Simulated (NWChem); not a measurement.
Molecule: VNHClF2; SMILES [F][V]([Cl])([F])=[NH]

```xyz
6

V     -0.0264    -0.3240     0.0000
N     -1.5653    -0.6831     0.0000
H     -2.5603    -0.9115     0.0000
F      0.6729    -0.9907     1.4089
F      0.6729    -0.9907    -1.4089
Cl     0.1184     1.8222     0.0000
```
Atoms are numbered in this order, from 1.

All runs: NWChem. Pople sets run with spherical d functions. Geometry: optimised at PBE0/def2-SVP. B3LYP is NWChem's, with the RPA form of VWN correlation.

Problem. Among these, which level gives the lowest value of “highest occupied level (eV)”?
(A) PBE/6-31G*
(B) LRC-wPBEh/6-31G*
(C) N12/6-31G*
(D) LC-wPBE (HJS exchange hole, range parameter 0.4 per bohr)/6-31G*

Solution. D, LC-wPBE (HJS exchange hole, range parameter 0.4 per bohr)/6-31G*. Values: LC-wPBE (HJS exchange hole, range parameter 0.4 per bohr)/6-31G* -11.69; LRC-wPBEh/6-31G* -10.80; PBE/6-31G* -7.44; N12/6-31G* -7.41
